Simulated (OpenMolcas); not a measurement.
# Computed levels of Br5+

```
Program             : OpenMolcas 26.06
Method              : SS-CASPT2, IPEA 0.25 Eh, imaginary shift 0.1 Eh (closed shells correlated: 3d)
Basis               : ANO-RCC-VTZP [6s5p3d1f]
Scalar Hamiltonian  : DKH2, point nucleus
Active space        : 2 electrons in 4 orbitals (4s 4p)
State averaging     : 2S+1 = 3 even, 3 roots; 2S+1 = 1 even, 7 roots; 2S+1 = 3 odd, 3 roots; 2S+1 = 1 odd, 3 roots
Spin-orbit coupling : state interaction with AMFI integrals over the reference wave functions, term energies averaged over their components
```

With spin-orbit coupling, above the lowest level:

```csv
Configuration,Term,J,E (cm-1),Measured (cm-1),Term weight %
4s2,1S,0,0.0,0.0,100
4s 4p,3P*,0,101048,104316,100
4s 4p,3P*,1,103014,106431,100
4s 4p,3P*,2,107422,111336,100
4s 4p,1P*,1,154258,151274,100
4p2,3P,0,242331,244136,98
4p2,3P,1,245164,247406,100
4p2,3P,2,247221,253892,66
4p2,1D,2,253378,,66
4p2,1S,0,286523,,98
```

Against the 7 measured excited levels shown (Moore, Atomic Energy Levels, vol. II, NSRDS-NBS 35 (1971 reprint of NBS Circular 467, 1952)) the mean absolute deviation is 3500 cm-1; the largest miss in energy is 4p2 3P2 [66 %]: computed 247221, measured 253892 cm-1 (-2.6 %), and the largest in proportion 4s 4p 3P* 2 (-3.5 %).

Spin-orbit coupling puts the lowest level 4.1 cm-1 below the lowest spin-free term.

Over all roots computed the reference weight is 0.94 to 0.99; the roots of lowest weight are the least certain, and an intruder state may touch them. The ¹D term of p² mixes with s d, which this space lacks. Measured partners are found by configuration, term and J. A level has none where our copy of the source lacks it or the pairing is in doubt (some pairs that miss far off the trend of their configuration count as doubtful), and it then counts in no deviation. Only configurations of the active space appear.

The term weight is that of the spin-free term in the level, not the purity of its configuration. A share in square brackets marks a mixed level and gives the weight of the term that names it. * marks odd parity.
